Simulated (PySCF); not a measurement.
## Assignment exercise: C6H8N2

Atoms are numbered as in `[NH2:1][NH:2][c:3]1[cH:4][cH:5][cH:6][cH:7][cH:8]1` (H(Xn): hydrogen on atom n).

PySCF 2.14 calculation with NMR shieldings at PBE/pcSseg-1/GIAO, couplings computed with B3LYP/pcJ-1 (spin–dipole term only in couplings to heteroatoms) and geometry from PBE0-D3(BJ)/def2-SVP; no solvent, averaged over atoms made equivalent by symmetry, fast rotation or ring inversion, single conformer, non-relativistic Hamiltonian.

Scale: 13C (σ = 180.03 ppm), 1H (σ = 31.20 ppm) against TMS (reference shieldings calculated alike).

(1) Assign these signals to the numbered atoms. 13C{1H} NMR (computed): δ 151.1 (C), 131.8 (CH), 119.7 (CH), 109.1 (CH).

(2) Assign these signals to the numbered atoms. 1H NMR (300 MHz, computed): δ 7.09 (dd, J = 9.0, 8.1 Hz, 2H), 6.61 (t, J = 8.1 Hz, 1H), 6.24 (d, J = 9.0 Hz, 2H), 4.47 (br s, 1H), 2.49 (br s, 2H).

Answers

(1) 
| δ (ppm) | atoms | environment | reason |
| --- | --- | --- | --- |
| 151.1 | C3 | aromatic carbon bearing nitrogen | an ipso carbon deshielded by its heteroatom |
| 131.8 | C5/C7 | aromatic CH | the aromatic region |
| 119.7 | C6 | aromatic CH | – |
| 109.1 | C4/C8 | aromatic CH | – |

(2) 
```tsv
δ (ppm)	atoms	environment	reason
7.09	H(C5)/H(C7)	hydrogen on an aromatic CH	aromatic region
6.61	H(C6)	hydrogen on an aromatic CH	–
6.24	H(C4)/H(C8)	hydrogen on an aromatic CH	–
4.47	H(N2)	hydrogen on a nitrogen bonded to O or N	labile proton, position sensitive to the medium
2.49	H(N1)	hydrogen on a nitrogen bonded to O or N	–
```

OH/NH shifts are gas-phase values; hydrogen bonding in solution moves them, usually downfield. Splittings below 1 Hz are ignored in the labels, and close J values are merged. Couplings among chemically equivalent protons are left out too, so labels in AA′BB′ or AA′XX′ sets are apparent multiplicities. Unscaled 3J(H,H) at this level run about 10 % above measured values. Shifts are as computed. Against solution values, carbons near 30 ppm lie about +2 ppm off and those near 130 ppm about +2 ppm. Of 1211 compounds with measured shifts, 218 miss one by over three times the rms of a fit or turn the order of signals round; such compounds aren't used in these exercises.
